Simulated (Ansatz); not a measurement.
Calculated with Ansatz (gas phase, PBE0-D4/def2-TZVP geometries, no zero-point term in ΔE). CBS: MP2 limit from def2 TZ/QZ plus the TZ coupled-cluster correction, frozen cores. Functionals use def2-TZVPP. Elements past krypton have def2 core potentials. For Sb outer-core shells are correlated without core-valence functions, which leaves a few kJ/mol of doubt a bond. Each species was taken in one conformer, which may not be the lowest.

Consider the redistribution: `NC[O][SbH2]` + `CB[SiH2]CC` → `CC[SiH2][SbH2]` + `CBOCN`.

CCSD(T)/CBS gives -198.5 kJ/mol.

Question: Another level gave -208.4 kJ/mol. Which?
A. PBE-D4/def2-TZVPP
B. r2SCAN-D4/def2-TZVPP
C. PBE0-D4/def2-TZVPP
D. HF/def2-TZVPP

Answer: D. HF/def2-TZVPP -208.4, r2SCAN-D4 -196.5, PBE0-D4 -200.8, PBE-D4 -191.9 kJ/mol.

Largest T1 diagnostic among the species: 0.014.

From PBE to PBE0 (25 % exact exchange), in def2-TZVPP and without D4, ΔE moves by −8.6 kJ/mol.
